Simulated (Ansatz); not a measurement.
The same molecule with X = B, Al, Ga. Ansatz, PBE0-D4/def2-TZVP geometries, multiplicity 1. Each molecule was computed in one conformer, which needn't be the lowest.

Scalar relativity is left out up to krypton.

| X | molecule | mean X–N bond length / Å | mean X–O bond length / Å | HOMO energy (PBE/def2-TZVPP) / eV | HOMO energy (ωB97M-V/def2-TZVPP) / eV | HOMO–LUMO gap (B3LYP/def2-TZVPP) / eV |
| --- | --- | --- | --- | --- | --- | --- |
| B | `NB(O)O` | 1.411 | 1.375 | -6.07 | -10.01 | 7.52 |
| Al | `[NH2][Al]([OH])[OH]` | 1.760 | 1.693 | -5.88 | -9.76 | 6.59 |

Give the row for X = Ga, `[NH2][Ga]([OH])[OH]`. (Best estimate.)

Ansatz gave: 
```csv
X,molecule,mean X–N bond length / Å,mean X–O bond length / Å,HOMO energy (PBE/def2-TZVPP) / eV,HOMO energy (ωB97M-V/def2-TZVPP) / eV,HOMO–LUMO gap (B3LYP/def2-TZVPP) / eV
Ga,`[NH2][Ga]([OH])[OH]`,1.809,1.781,-6.09,-9.99,6.48
```

From B to Ga the mean X–N bond length rises at each step, by 0.398 Å in all; the mean X–O bond length rises at each step, by 0.406 Å in all; the HOMO energy (PBE/def2-TZVPP) isn't monotonic: highest at Al, lowest at Ga; the HOMO energy (ωB97M-V/def2-TZVPP) isn't monotonic: highest at Al, lowest at B; the HOMO–LUMO gap (B3LYP/def2-TZVPP) falls at each step, by 1.04 eV in all.

B3LYP here is the variant with VWN-RPA as its local correlation; programs differ in this.
